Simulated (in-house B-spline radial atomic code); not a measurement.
RPA and G0W0 on LDA VWN5: the molybdenum ion Mo⁶⁺

Configuration [Ar] 3d10 4s2 4p6, mean-field start LDA VWN5. Computed with a B-spline radial code for spherical atoms: all electrons, non-relativistic, point nucleus, each spin shell either full or empty, empty states to l = 9 with an (l + 1/2)⁻⁴ tail; G0W0 by contour deformation at full frequency.

Without relativity these are model numbers: it shifts the levels of so heavy an element strongly and can reorder them.

Command:
```bash
python run_gw.py task.json out
```
Settings (radii: box in bohr, nucleus in fm):
```
Z                        42
electrons                36
configuration            [Ar] 3d10 4s2 4p6
hamiltonian              nr
method                   lda,vwn
lmax                     9
spin_polarised           False
box_radius               9.29
intervals                51
```

Run time, properties included: 1.8 s on 1 thread of Arm Neoverse V1 (shared host).

Energies (hartree):

```tsv
term	value
mean-field total	-3965.15682
Hartree-Fock functional on these orbitals	-3967.80728
direct second order	-3.0825
second-order exchange	0.87971
SOSEX correction	0.82022
```

Question: What is the RPA correlation energy, and what remains with SOSEX?

Answer: RPA gives -2.7376 hartree (-2.07 eV per electron); RPA + SOSEX gives -1.9173, and the second-order doubles -2.2028 hartree (no singles). RPA lacks exchange-type terms and so overcorrelates at short range.

Quasi-particle levels (eV):

```json
{"level": "4p", "occupied": "yes", "mean field": "-116.70", "Σx - vxc": "-8.69", "Σc": "?", "QP weight": "?", "G0W0": "?"}
{"level": "4d", "occupied": "no", "mean field": "-77.20", "Σx - vxc": "9.92", "Σc": "-2.53", "QP weight": "0.967", "G0W0": "-69.80"}
```

G0W0 = mean field + (Σx - vxc) + Σc, with Σc (partial-wave tail included) taken at the quasi-particle energy. Only the outer levels were computed. Levels of low weight are left out.

Question: Where does G0W0 put 4p?

Answer: At -126.05 eV, with Σc = -0.66 eV and a quasi-particle weight of 0.955. The tabulated removal energy is 125.638 ± 0.025 eV (NIST, semi-empirical); the calculation leaves out relativity, Breit and QED terms, and what these don't explain is the method's own error.
